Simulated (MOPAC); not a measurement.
MOPAC input (PM3):

```
PM3 PRECISE GNORM=0.05 LET XYZ UHF MS=0.5 GEO-OK AUX(PRECISION=9) THREADS=1
CH6BO2Si

C     2.09548800 1   -0.18265900 1    0.48171200 1
Si    0.67533200 1    0.85884000 1   -0.16490700 1
B    -1.08027600 1   -0.36737900 1   -0.10901300 1
O    -1.39708100 1   -0.32401600 1   -1.34376300 1
O    -1.45805600 1   -0.90461400 1    1.08214600 1
H     2.28518900 1   -1.03097100 1   -0.17715700 1
H     3.00516000 1    0.42181200 1    0.52985900 1
H     1.87689800 1   -0.56132000 1    1.48042600 1
H     0.93512900 1    1.35875900 1   -1.52728200 1
H     0.36508200 1    2.00020800 1    0.73483300 1
H    -2.25255600 1   -1.45035500 1    1.01574200 1
```

From the output:

```
                                                       MOPAC v23.2.5 Linux

          FINAL HEAT OF FORMATION =       -129.52359 KCAL/MOL =    -541.92670 KJ/MOL

          COSMO AREA              =        128.21 SQUARE ANGSTROMS
          COSMO VOLUME            =        118.42 CUBIC ANGSTROMS

          GRADIENT NORM           =          0.04310          =       0.01300 PER ATOM
          IONIZATION POTENTIAL    =         10.108272 EV
          ALPHA SOMO LUMO (EV)    =        -10.108  0.221
          BETA  SOMO LUMO (EV)    =        -11.167 -1.441
          NO. OF ALPHA ELECTRONS  =         15
          NO. OF BETA  ELECTRONS  =         14
          MOLECULAR WEIGHT        =         88.9527         POINT GROUP:  C1

          MOLECULAR DIMENSIONS (Angstroms)

            Atom       Atom       Distance
            H    11    H     7     5.53775
            H     8    H     9     3.70529
            H     6    H    10     3.29033

          SCF CALCULATIONS        =         61

   ATOM   CHEMICAL          X               Y               Z
  NUMBER   SYMBOL      (ANGSTROMS)     (ANGSTROMS)     (ANGSTROMS)

     1       C          2.09476799  *  -0.20116882  *   0.39436864  *
     2      Si          0.60335111  *   0.82527733  *  -0.06603356  *
     3       B         -0.93990680  *  -0.28327022  *  -0.12900440  *
     4       O         -1.32421797  *  -0.56213713  *  -1.34392866  *
     5       O         -1.51204369  *  -0.70531175  *   1.05428546  *
     6       H          2.30760108  *  -0.96728446  *  -0.35728977  *
     7       H          2.98234545  *   0.43537113  *   0.47839845  *
     8       H          1.95939225  *  -0.70855180  *   1.35426803  *
     9       H          0.80141642  *   1.51489277  *  -1.38072056  *
    10       H          0.27995001  *   1.84753030  *   0.98017236  *
    11       H         -2.26825246  *  -1.26354686  *   0.93831237  *

                             CARTESIAN COORDINATES

   1    C        2.094767992    -0.201168824     0.394368637
   2   Si        0.603351105     0.825277328    -0.066033563
   3    B       -0.939906802    -0.283270218    -0.129004401
   4    O       -1.324217966    -0.562137132    -1.343928661
   5    O       -1.512043691    -0.705311753     1.054285461
   6    H        2.307601085    -0.967284458    -0.357289767
   7    H        2.982345452     0.435371132     0.478398445
   8    H        1.959392253    -0.708551804     1.354268026
   9    H        0.801416421     1.514892768    -1.380720561
  10    H        0.279950011     1.847530296     0.980172357
  11    H       -2.268252456    -1.263546865     0.938312365

           Empirical Formula: C H6 O2 Si B  =    11 atoms

      MOLECULAR POINT GROUP   :   C1

          ALPHA EIGENVALUES
 -37.86430 -35.69243 -29.18887 -21.03445 -17.08496 -16.78197 -15.75183 -14.62496
 -14.19253 -13.60257 -12.51085 -11.89801 -11.48912 -11.24194 -10.10827   0.22081
   0.95153   1.39968   2.01159   2.52964   4.34525   4.36204   4.47242   4.54761
   5.33477   5.92240

           BETA EIGENVALUES
 -37.80355 -35.40678 -29.18026 -20.65508 -16.73207 -16.21397 -15.44019 -14.28697
 -14.15346 -13.04846 -11.65612 -11.58348 -11.39194 -11.16733  -1.44103   0.50843
   1.15436   1.56791   2.18424   2.55361   4.37444   4.47409   4.50147   4.73259
   5.46529   6.14222

              NET ATOMIC CHARGES AND DIPOLE CONTRIBUTIONS

  ATOM NO.   TYPE          CHARGE      No. of ELECS.   s-Pop       p-Pop
    1          C          -0.237340        4.2373     1.14616     3.09118
    2         Si           0.569775        3.4302     0.93154     2.49869
    3          B          -0.200787        3.2008     1.03699     2.16379
    4          O          -0.140408        6.1404     1.81291     4.32750
    5          O          -0.213902        6.2139     1.71767     4.49623
    6          H           0.058047        0.9420     0.94195
    7          H           0.056724        0.9433     0.94328
    8          H           0.060486        0.9395     0.93951
    9          H          -0.074324        1.0743     1.07432
   10          H          -0.065997        1.0660     1.06600
   11          H           0.187726        0.8123     0.81227
 DIPOLE           X         Y         Z       TOTAL
 POINT-CHG.     2.221     1.242     0.770     2.659
 HYBRID        -1.341    -1.180    -0.107     1.790
 SUM            0.881     0.062     0.663     1.104

          ATOMIC ORBITAL ELECTRON POPULATIONS

     Atom    s        px        py        pz
    1  C   1.14616   1.02162   1.03273   1.03683
    2 Si   0.93154   0.76283   0.83475   0.90111
    3  B   1.03699   0.80914   0.69740   0.65725
    4  O   1.81291   1.32667   1.48857   1.51225
    5  O   1.71767   1.41480   1.58087   1.50057
    6  H   0.94195
    7  H   0.94328
    8  H   0.93951
    9  H   1.07432
   10  H   1.06600
   11  H   0.81227

                    (SZ)    =    0.500000
                    (S**2)  =    0.759050

          ATOMIC ORBITAL SPIN POPULATIONS

    Atom   Total    s     px     py     pz
         Atomic
    1  C -0.0089 -0.001 -0.001 -0.005 -0.001
    2 Si  0.1709  0.020  0.085  0.052  0.013
    3  B -0.0310  0.004 -0.010 -0.014 -0.012
    4  O  0.7824 -0.000  0.492  0.268  0.022
    5  O  0.0559  0.009 -0.001 -0.004  0.052
    6  H  0.0010  0.001
    7  H  0.0082  0.008
    8  H  0.0009  0.001
    9  H -0.0178 -0.018
   10  H  0.0183  0.018
   11  H  0.0202  0.020

 **********************
 *                    *
 * JOB ENDED NORMALLY *
 *                    *
 **********************

 == MOPAC DONE ==
```

The geometry given is a B3LYP-D3(BJ)/def2-TZVP minimum.
